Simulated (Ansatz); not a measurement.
CH₇NSiSn (`[CH3][SnH]1[NH][SiH2]1`), relaxed with RKS PBE0-D4/def2-TZVP in Ansatz from a PBE-D4/def2-SVP geometry. The force threshold is 0.005 eV/Å; the program also tests the step.

Charge 0, multiplicity 1. Sn takes the def2 core potential.

Start:

```xyz
11

C    -1.653   -0.642    1.240
Sn    0.205    0.385    0.757
N     1.061   -0.565   -0.973
Si    1.005    1.062   -1.535
H    -2.204   -0.083    2.020
H    -2.269   -0.716    0.325
H    -1.409   -1.656    1.612
H     1.308    0.279    2.104
H     1.634   -1.382   -1.199
H     2.261    1.892   -1.694
H     0.062    1.427   -2.658
```

(1) How much energy does the relaxation release, and in how many steps? (Estimate.)

(2) Which bonds change most? (Best estimate.)

(3) Give the relaxed structure. (An estimate is asked.)

## Answers

(1) The calculation gave: 1.77 kcal/mol, in 8 steps, 1 of them rejected.

(2) The calculation gave: Sn2–N3 from 2.152 to 2.102 Å; Sn2–Si4 from 2.521 to 2.473 Å; C1–Sn2 from 2.178 to 2.140 Å; Sn2–H8 from 1.744 to 1.716 Å.

(3) Computed: 
```xyz
11

C    -1.627   -0.630    1.220
Sn    0.216    0.349    0.744
N     1.058   -0.551   -0.958
Si    0.977    1.053   -1.502
H    -2.169   -0.065    1.979
H    -2.232   -0.704    0.318
H    -1.413   -1.629    1.600
H     1.294    0.270    2.077
H     1.625   -1.349   -1.192
H     2.218    1.864   -1.667
H     0.052    1.393   -2.620
```
